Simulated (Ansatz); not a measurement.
One change: `CC[Si]O[SiH3]` becomes `CC[Si]F`.

Ansatz, PBE0-D4/def2-TZVP geometries, multiplicity 1. Each molecule was computed in one conformer, which needn't be the lowest.

| property | `CC[Si]O[SiH3]` |
| --- | --- |
| LUMO energy (PBE/def2-TZVPP) / eV | -2.69 |
| HOMO energy (B3LYP/def2-TZVPP) / eV | -5.91 |
| size of the dipole moment (ωB97M-V/def2-TZVPP) / D | 1.34 |
| LUMO energy (PBE0/def2-TZVPP) / eV | -1.84 |
| LUMO energy (B3LYP/def2-TZVPP) / eV | -2.02 |
| HOMO energy (PBE0/def2-TZVPP) / eV | -6.08 |

What does the change do to each property? (Best estimate.)

Computed: 
| property | `CC[Si]F` | shift |
| --- | --- | --- |
| LUMO energy (PBE/def2-TZVPP) / eV | -2.86 | -0.17 |
| HOMO energy (B3LYP/def2-TZVPP) / eV | -6.29 | -0.38 |
| size of the dipole moment (ωB97M-V/def2-TZVPP) / D | 1.54 | 0.20 |
| LUMO energy (PBE0/def2-TZVPP) / eV | -2.02 | -0.18 |
| LUMO energy (B3LYP/def2-TZVPP) / eV | -2.22 | -0.20 |
| HOMO energy (PBE0/def2-TZVPP) / eV | -6.46 | -0.38 |

With PBE0 the HOMO falls by 0.38 eV and the LUMO falls by 0.18 eV, so the gap widens by about 0.20 eV. PBE moves the HOMO by -0.31 eV and ωB97M-V by -0.37 eV. The zero-point energy changes by -73.3 kJ/mol with -12 modes. Dipoles are sizes alone; their direction can turn.

B3LYP here is the variant with VWN-RPA as its local correlation; programs differ in this.
